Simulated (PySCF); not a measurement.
C₆H₁₄N₂Si₂.
SMILES with atom numbers: `[N:1]#[C:2][SiH2:3][NH:4][SiH2:5][CH:6]1[CH2:7][CH2:8][CH2:9][CH2:10]1` (hydrogens: H11, H12 on Si3; H13 on N4; H14, H15 on Si5; H16 on C6; H17, H18 on C7; H19, H20 on C8; H21, H22 on C9; H23, H24 on C10)

Structure used (PBE0-D3(BJ)/def2-SVP), in Å, numbered top down from 1:
```xyz
24
C6H14N2Si2 angstrom
N      2.7629   -0.8730    1.5321
C      2.6983   -0.7743    0.3778
Si     2.5118   -0.5634   -1.4752
N      1.2837    0.5772   -1.8583
Si    -0.4425    0.2716   -2.0171
C     -1.0743   -0.7069   -0.5348
C     -0.9662    0.0540    0.7938
C     -2.2141    0.9461    0.8180
C     -3.2777    0.2122   -0.0304
C     -2.5754   -1.0250   -0.6212
H      2.1407   -1.9092   -1.9891
H      3.8445   -0.1210   -1.9650
H      1.5678    1.5518   -1.8869
H     -0.7209   -0.5196   -3.2582
H     -1.0822    1.6158   -2.1546
H     -0.4715   -1.6341   -0.5196
H     -0.9936   -0.6695    1.6262
H     -0.0280    0.6188    0.9079
H     -1.9856    1.9279    0.3738
H     -2.5552    1.1455    1.8446
H     -4.1545   -0.0798    0.5665
H     -3.6559    0.8686   -0.8295
H     -2.9209   -1.2670   -1.6397
H     -2.7899   -1.9120   -0.0022
```

The closed-shell ground state was solved at several levels (PySCF, density fitting, gas phase, non-relativistic).

```csv
level,basis functions,total energy (Eh),HOMO (eV),LUMO (eV),gap (eV),dipole (D)
wB97X-D/pcSseg-1,254,-925.4140,-9.59,1.10,10.69,3.15
PBE0/pcSseg-1,254,-924.8769,-7.73,-0.69,7.04,3.10
```

Task: Estimate the row for wB97X-D/def2-SVPD, a basis of 320 functions; the other rows only guide the guess.

Result: Total energy -925.0621 Eh, HOMO -9.57 eV, LUMO 0.95 eV, gap 10.52 eV, dipole 3.10 D.

Task: Over all these levels, which gives the widest orbital gap and which the narrowest?

Result: wB97X-D/pcSseg-1 (range-separated hybrid) has the widest, 10.69 eV, and PBE0/pcSseg-1 (global hybrid, 25 % exact exchange) the narrowest, 7.04 eV. The two share the basis. From the narrowest to the widest the HOMO moves by -1.86 eV and the LUMO by +1.79 eV.

Task: How far do the dipole and the HOMO energy spread over the levels?

Result: The dipole runs from 3.10 to 3.15 D (mean 3.12 D) and the HOMO from -9.59 to -7.73 eV.

One conformer stands for the species.

wB97X-D is run here without its empirical dispersion term; that term would change no orbital, density or response property at a fixed geometry.
